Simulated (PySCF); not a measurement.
How methods differ on the ionisation energy of Sr⁺

Sr⁺ [Kr] 5s1 (2S) → Sr²⁺ [Kr] (1S), as a difference of total energies. All numbers are calculated (PySCF 2.14, scalar relativity by spin-free X2C-1e, in aug-cc-pVDZ-X2C (7s6p4d, 45 functions)). The calculations carry no spin-orbit coupling.

| method | ionisation energy (eV) |
| --- | --- |
| UHF | 10.440 |
| LDA | 11.288 |
| MN15 | 10.780 |

For comparison: 11.030 eV (measured; NIST Atomic Spectra Database, ionization energies).
